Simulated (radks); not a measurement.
The numbers below are computed, except where a source is named.
Problem. Radial electron density D(r) = 4 pi r^2 rho(r) of an atom or ion with 53 electrons. Code: a radial shooting solver on a logarithmic mesh with Libxc functionals. Model: scalar-relativistic Kohn-Sham, SCAN, spin-polarised, spherical densities, finite nucleus; meta-GGA in the generalised Kohn-Sham scheme; Fermi nuclear charge, rms radius of each element as measured or else 0.836 A^(1/3) + 0.57 fm.

```
   r/bohr * D(r) (the largest magnitude, 93.6, reaches the edge; | marks zero)
 0.003732 |          *
 0.004938 |               *
 0.006534 |                     *
 0.008645 |                             *
  0.01144 |                                    *
  0.01514 |                                        *
  0.02019 |                                         *
  0.02671 |                                      *
  0.03534 |                                    *
  0.04676 |                                        *
  0.06187 |                                                 *
  0.08186 |                                                      *
   0.1083 |                                               *
   0.1445 |                                       *
   0.1911 |                                           *
   0.2529 |                                             *
   0.3346 |                             *
   0.4428 |               *
   0.5858 |                 *
   0.7751 |               *
    1.034 |       *
    1.368 |   *
     1.81 |  *
    2.395 | *
    3.169 *
    4.192 *
    5.547 *
```

What is the nuclear charge?

Solution. Z = 55. The innermost maximum, from 1s, lies near gamma/Z bohr with gamma = sqrt(1 - (Z/c)^2) = 0.916, here 0.0167 bohr (found: 0.0182), and its height grows with Z. The density is that of the caesium ion Cs2+ in [Kr] 4d10 5s2 5p5; the configuration itself is not fixed sharply by these data, and Z only to a few units. D(r) has 4 maxima, at r = 0.0182, 0.0806, 0.230, 0.650 bohr, and minima at 0.0353, 0.152, 0.476 bohr, inside which lie 1.97, 11.17, 28.93 electrons.
